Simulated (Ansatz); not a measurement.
Fe(NH2)2 (FeN₂H₄), relaxed as a quintet with UKS PBE0-D4/def2-TZVP in Ansatz, starting from the GFN2-xTB geometry. Force threshold 0.02 eV/Å.

Start:

```xyz
7

Fe    0.661   -0.598    0.694
N    -1.207   -0.265    1.017
H    -1.817    0.264    0.398
H    -1.796   -0.544    1.795
N     1.268    0.205   -0.949
H     2.196    0.199   -1.357
H     0.695    0.739   -1.597
```

Task: Estimate the energy that the relaxation releases and the steps that it takes.

Result: 21.3 kcal/mol, in 21 steps; 2.6 min on 2 threads of Intel Xeon Platinum 8375C on a shared host. The force fell under the threshold at step 7, but the optimiser went on and released 0.044 eV more. No frequencies were taken in this run, so the end may be a saddle point.

Task: Does the start keep its bonding and symmetry?

Result: By distances, no bond broke or formed. The bond that changes most is Fe1–N5, from 1.93 to 1.85 Å (atoms count from 1). Point group C2v at the start, D2d at the end, both within 0.05 Å.

Task: Predict the relaxed structure.

Result: 
Cartesian coordinates in Å:
```
Fe 0.000 0.000 0.000
N -1.434 -0.266 1.136
H -2.099 0.438 1.419
H -1.682 -1.138 1.579
N 1.434 0.265 -1.137
H 2.364 0.539 -0.858
H 1.417 0.161 -2.140
```
Bond lengths: 2 × Fe–N 1.85 Å; 4 × H–N 1.01 Å.
